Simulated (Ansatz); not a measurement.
## Relative stability

The two ends of one reaction step of Si$_{2}$H$_{4}$F$_{4}$, closed shell (PBE0-D4/def2-TZVP).

A:

Si1  (-1.055, -0.667, 0.041)
F2  (2.410, -0.867, -0.483)
F3  (-0.078, -1.893, -0.291)
F4  (-1.794, -1.069, 1.378)
F5  (-2.137, -0.669, -1.110)
H6  (1.745, -1.512, -0.491)
Si7  (0.077, 1.362, 0.210)
H8  (1.062, 1.269, 1.312)
H9  (0.724, 1.659, -1.088)
H10  (-0.953, 2.385, 0.522)
(Å)

B:

```
10
angstrom
Si -0.9330 -1.7796 -0.1579
F 1.2544 0.2644 -0.1577
F -2.0527 -2.8889 -0.1654
F -0.9562 -1.1011 1.2637
F -1.3389 -0.6975 -1.2281
H 0.3630 -2.3793 -0.4541
Si 0.9722 1.8160 0.1584
H 1.7349 2.1738 1.3763
H 1.4378 2.6041 -1.0057
H -0.4816 1.9882 0.3705
```

Ansatz 0.2.0; basis: def2-TZVPP; cores frozen in the correlated methods. B3LYP uses VWN-RPA correlation.

Problem. Which structure is lower at CCSD(T), and by how much? (Judge from chemistry; the value comes from the calculation.)

Solution. By the calculation: B, by 31.42 kcal/mol (electronic energy, against the other). By their contacts, A is a complex of Si₂H₃F₃ ([F][Si]([F])([F])[SiH3]) + HF and B is a complex of SiHF₃ ([F][SiH]([F])[F]) + SiH₃F ([F][SiH3]).

All methods give the same order:

```json
{"method": "SPW92", "E(B) − E(A) (kcal/mol)": "-22.84"}
{"method": "PBE-D4", "E(B) − E(A) (kcal/mol)": "-24.10"}
{"method": "BLYP-D4", "E(B) − E(A) (kcal/mol)": "-29.12"}
{"method": "r2SCAN-D4", "E(B) − E(A) (kcal/mol)": "-29.89"}
{"method": "B97M-V", "E(B) − E(A) (kcal/mol)": "-30.53"}
{"method": "PBE0-D4", "E(B) − E(A) (kcal/mol)": "-26.38"}
{"method": "B3LYP-D4", "E(B) − E(A) (kcal/mol)": "-30.65"}
{"method": "r2SCAN0-D4", "E(B) − E(A) (kcal/mol)": "-30.58"}
{"method": "BHLYP-D4", "E(B) − E(A) (kcal/mol)": "-33.50"}
{"method": "CAM-B3LYP-D4", "E(B) − E(A) (kcal/mol)": "-32.18"}
{"method": "wB97X-V", "E(B) − E(A) (kcal/mol)": "-30.45"}
{"method": "wB97M-V", "E(B) − E(A) (kcal/mol)": "-31.49"}
{"method": "B2PLYP", "E(B) − E(A) (kcal/mol)": "-32.58"}
{"method": "PBE-QIDH", "E(B) − E(A) (kcal/mol)": "-30.13"}
{"method": "RPA on PBE", "E(B) − E(A) (kcal/mol)": "-32.49"}
{"method": "HF", "E(B) − E(A) (kcal/mol)": "-39.38"}
{"method": "MP2", "E(B) − E(A) (kcal/mol)": "-33.16"}
{"method": "CCSD", "E(B) − E(A) (kcal/mol)": "-32.55"}
{"method": "CCSD(T)", "E(B) − E(A) (kcal/mol)": "-31.42"}
```

T1 diagnostic: at most 0.013.

Labels in which every atom is bracketed show which atoms are joined, not bond orders.

For scale, one of the runs: CCSD(T)/def2-TZVPP, 264 basis functions, launched by `ansatz run in.yaml --threads 8 --pin off --events-out ev --progress --plain --max-ram 19148MiB`. Time: 4.4 min of wall clock on 8 CPU threads of an Arm Neoverse N1; the host was shared. Peak host memory: 6.8 GiB.
